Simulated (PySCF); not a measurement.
Computed properties of CH7NOSi, SMILES C[Si@H](N)O

CH₇NOSi, SMILES [Si@H](N)(C)O. Geometry optimised at B3LYP-D3(BJ)/def2-SVP. The structure was generated by enumeration; whether it is a known compound was not checked. The values are those of a single conformer. All values are computed for the isolated molecule unless a solvent is named; none is compared with measurement here.

**Structure.** All 27 harmonic modes at B3LYP-D3(BJ)/def2-SVP (PySCF) are real, so it is a minimum. With heavy atoms numbered as in [CH3:1][Si@H:2]([NH2:3])[OH:4], the shortest bond between them is Si2–O4 at 1.673 Å and the longest C1–Si2 at 1.876 Å.

**Vibrations.** The strongest infrared lines (harmonic, unscaled, degenerate partners summed) lie at 956 cm⁻¹ (316 km/mol, H 55 %, Si 29 %), 925 cm⁻¹ (225 km/mol, H 64 %, Si 23 %), 2224 cm⁻¹ (183 km/mol, H 97 %). The softest mode is at 144 cm⁻¹ and the zero-point energy is 53.5 kcal/mol.

**Electronic structure.** r2SCAN/def2-TZVP (PySCF) places the frontier levels at -6.32 and 0.73 eV, a gap of 7.05 eV, and gives a dipole moment of 2.20 D and a mean polarisability of 49.0 bohr³. PBE/def2-TZVP (PySCF) at the same geometry gives -6.01 and 0.00 eV, so its gap is 1.04 eV narrower. An orbital gap is neither the optical nor the fundamental gap.

**Excitations.** TDDFT-M06-2X/def2-SVPD (PySCF) has S1 at 6.75 eV (184 nm, f = 0.038, weak); the most intense of the 10 singlets computed lies at 8.77 eV (f = 0.14). T1 (TDA) is at 6.51 eV. TDDFT-PBE/def2-SVPD (PySCF) puts S1 at 5.84 eV. No vertical singlet excitation falls in the visible range (under 3.1 eV).

**NMR.** GIAO shifts at PBE0/pcSseg-1 (PySCF) (non-relativistic, atoms alike by connectivity averaged): ¹³C at 2.2 ppm against TMS; ¹H from 0.4 to 5.2 ppm against TMS; ²⁹Si at -11.3 ppm against TMS.

**Solvation.** SMD-B3LYP/6-31G* (PySCF) gives -5.2 kcal/mol in water, -4.5 kcal/mol in chloroform, -7.0 kcal/mol in ethanol (1 M in both phases, gas-phase geometry); of these solvents ethanol holds the molecule best.
